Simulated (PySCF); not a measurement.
C₃H₁₄Si₃, SMILES C[C@H](C[SiH3])[SiH2][SiH3].

Geometry optimised at PBE0-D3(BJ)/def2-SVP. The structure was generated by enumeration; whether it is a known compound was not checked. Other conformers were not sampled.

Two levels are set side by side: TDA-PBE/def2-SVPD (PySCF) and TDA-ωB97X/def2-SVPD (PySCF). Vertical, same geometry. The lowest singlet is HOMO→LUMO 85 % with PBE and HOMO→LUMO 36 %, HOMO→LUMO+2 31 %, HOMO−1→LUMO 9 % with the other functional; states are paired by order. Differences are taken from unrounded values.

```tsv
quantity	TDA-ωB97X
lowest singlet excitation (eV)	7.37
lowest triplet excitation (TDA) (eV)	6.49
first bright state (f over 0.05) (eV)	8.26
its oscillator strength	0.33
```

What does TDA-PBE give, and how far is it from TDA-ωB97X? (Estimate from the structure and the level; the computed values follow.)


| quantity | TDA-PBE | TDA-PBE minus TDA-ωB97X |
|---|---|---|
| lowest singlet excitation (eV) | 6.34 | -1.03 |
| lowest triplet excitation (TDA) (eV) | 5.81 | -0.67 |
| first bright state (f over 0.05) (eV) | 6.71 | -1.54 |
| its oscillator strength | 0.06 | -0.27 |

Functionals without exact exchange tend to place singlet excitations lower, as here. Differences between two approximate levels are no errors against the true value.

Rough cost on one machine, each run with all the roots and properties that it gave: TDA-ωB97X against TDA-PBE about 7 times.
